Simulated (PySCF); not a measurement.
A run for PySCF: R-B3LYP/LANL2DZ on CH6GaN (SMILES C[NH][GaH2]), a point of a torsion scan.

```python
from pyscf import gto, scf, dft, mp
from pyscf.data.elements import chemcore

mol = gto.M(
    atom='''
    C    -1.19401063    0.33627507    0.18332411
    N    -0.23201900   -0.75328103    0.01735392
    Ga    0.03732945   -1.71834674   -1.49559308
    H    -1.95256605    0.24834794   -0.59933917
    H    -0.72425108    1.32291241    0.10882633
    H    -1.70070140    0.26632310    1.15111477
    H     0.43579494   -0.76111623    0.78271191
    H     1.21321001   -2.72821155   -1.52836310
    H    -0.96892736   -1.55088657   -2.66497259
    ''',
    basis='lanl2dz',
    ecp={'Ga': 'lanl2dz'},
    charge=0, spin=0, verbose=3, max_memory=1800)
mf = dft.RKS(mol, xc='b3lyp')
mf.conv_tol = 1e-8
mf.max_cycle = 100
mf.kernel()
if not mf.converged:
    mf = mf.newton().run(mf.mo_coeff, mf.mo_occ)
```

Q: Give the final energy of this run.

A: -98.5185 hartree.
